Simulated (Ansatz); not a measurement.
Consider the atomization: `CCCCCCCCCCC` → 11 C• + 24 H•.

Program: Ansatz. Geometries: PBE0-D4/def2-TZVP. ΔE: electronic, gas phase. CCSD(T)/CBS adds triple-zeta CCSD(T) − MP2 to the extrapolated MP2 energy (def2 sets, frozen cores). This one scheme is used for every species, atoms too. Functionals use def2-TZVPP. B3LYP here is the variant with VWN-RPA as its local correlation; programs differ in this. HSE06 is defined as in plane-wave codes. No spin–orbit coupling; open shells (•) take unrestricted orbitals. Spin–orbit coupling would lower the free atoms: a little for C. One conformer a species, not always the lowest.

```json
{"level": "BLYP-D4", "ΔE (kcal/mol)": "3338.3", "difference from CCSD(T)/CBS": "-22.3"}
{"level": "PBE0-D4", "ΔE (kcal/mol)": "3387.1", "difference from CCSD(T)/CBS": "26.5"}
{"level": "B3LYP-D4", "ΔE (kcal/mol)": "3362.9", "difference from CCSD(T)/CBS": "2.3"}
{"level": "HSE06-D4", "ΔE (kcal/mol)": "3388.8", "difference from CCSD(T)/CBS": "28.2"}
{"level": "ωB97X-V", "ΔE (kcal/mol)": "3365.9", "difference from CCSD(T)/CBS": "5.3"}
{"level": "PBE-QIDH", "ΔE (kcal/mol)": "3363.2", "difference from CCSD(T)/CBS": "2.6"}
{"level": "PBE", "ΔE (kcal/mol)": "3398.9", "difference from CCSD(T)/CBS": "38.3"}
{"level": "BLYP", "ΔE (kcal/mol)": "3298.3", "difference from CCSD(T)/CBS": "-62.3"}
{"level": "PBE0", "ΔE (kcal/mol)": "3371.4", "difference from CCSD(T)/CBS": "10.8"}
{"level": "B3LYP", "ΔE (kcal/mol)": "3334.2", "difference from CCSD(T)/CBS": "-26.4"}
{"level": "HF/def2-SVP", "ΔE (kcal/mol)": "2604.9", "difference from CCSD(T)/CBS": "-755.7"}
{"level": "MP2/def2-SVP", "ΔE (kcal/mol)": "3260.0", "difference from CCSD(T)/CBS": "-100.6"}
{"level": "MP2/def2-TZVPP", "ΔE (kcal/mol)": "3321.3", "difference from CCSD(T)/CBS": "-39.3"}
{"level": "CCSD(T)/def2-TZVPP", "ΔE (kcal/mol)": "3294.1", "difference from CCSD(T)/CBS": "-66.5"}
{"level": "MP2/def2-QZVPP", "ΔE (kcal/mol)": "3360.2", "difference from CCSD(T)/CBS": "-0.4"}
{"level": "SCS-MP2/def2-QZVPP", "ΔE (kcal/mol)": "3357.7", "difference from CCSD(T)/CBS": "-2.9"}
{"level": "CCSD(T)/CBS", "ΔE (kcal/mol)": "3360.6", "difference from CCSD(T)/CBS": "0"}
```

Largest T1 diagnostic among the species: 0.009.

From r2SCAN to r2SCAN0 (25 % exact exchange), in def2-TZVPP and without D4, ΔE moves by −23.1 kcal/mol: exact exchange takes away binding that semilocal exchange gives to molecules. In def2-TZVPP, CCSD(T) changes the Hartree–Fock value by +734.1 kcal/mol (the triples alone add +37.3 kcal/mol) and MP2 by +761.3 kcal/mol; breaking electron pairs costs correlation energy, which Hartree–Fock lacks.

For atomizations the MP2-based limit and the directly extrapolated one differ by several kJ/mol either way, and by 10 to 25 for some Ge, Se and Sn compounds, so smaller differences from it don't rank the levels.
